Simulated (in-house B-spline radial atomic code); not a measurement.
Radial electron density of the caesium ion Cs⁸⁺, [Kr] 4d9 6g1 7s1. Computed with a radial B-spline atomic code at the basis-set limit: Dirac-Hartree-Fock, average of configuration, Fermi nucleus of rms radius 4.8041 fm.

Columns: r (bohr), 4πr²n(r) (electrons per bohr), bar.

```
0.000902    1.897 #
 0.00113    2.797 #
 0.00142    4.118 ##
 0.00178    5.988 ###
 0.00224    8.675 ####
 0.00281    12.34 ######
 0.00353    17.32 ########
 0.00443    23.78 ###########
 0.00555    31.79 ###############
 0.00697     41.3 ####################
 0.00875    51.61 ########################
   0.011    61.53 #############################
  0.0138    69.17 #################################
  0.0173    72.83 ##################################
  0.0217    71.71 ##################################
  0.0272    67.26 ################################
  0.0342     63.6 ##############################
  0.0429    66.09 ###############################
  0.0539    76.53 ####################################
  0.0676    89.06 ##########################################
  0.0848    92.92 ############################################
   0.106    83.33 #######################################
   0.134     69.5 #################################
   0.168    68.59 ################################
    0.21    77.62 #####################################
   0.264    75.02 ####################################
   0.332    51.63 ########################
   0.416    29.76 ##############
   0.522    26.74 #############
   0.655    30.38 ##############
   0.822    24.34 ############
    1.03    12.38 ######
     1.3    3.775 ##
    1.63   0.7906 
    2.04   0.3934 
    2.56   0.1692 
    3.21  0.05611 
    4.03   0.6199 
    5.06   0.6016 
    6.35   0.1781 
    7.98  0.01774 
      10 0.0005249 
    12.6 2.79e-06 
    15.8 2.222e-09
```

On this grid the curve has 5 maxima, near 0.0173, 0.0848, 0.21, 0.655, 4.03 bohr.

The 6g7/2 radial function P(r) = rR(r), positive near the nucleus, with its small component Q(r) (sign convention: Q ≈ (P' + κP/r)/2c):

| r (bohr) | P | Q |
| --- | --- | --- |
| 0.168 | 0.0006546 | 0.0001108 |
| 0.264 | 0.003434 | 0.0003551 |
| 0.416 | 0.01554 | 0.0009704 |
| 0.655 | 0.05846 | 0.002184 |
| 1.03 | 0.1804 | 0.003976 |
| 1.63 | 0.3913 | 0.004298 |
| 2.56 | 0.2462 | -0.0003542 |
| 4.03 | -0.4763 | -0.00274 |
| 6.35 | -0.3589 | -0.000159 |
| 10 | -0.02257 | 4.383e-05 |
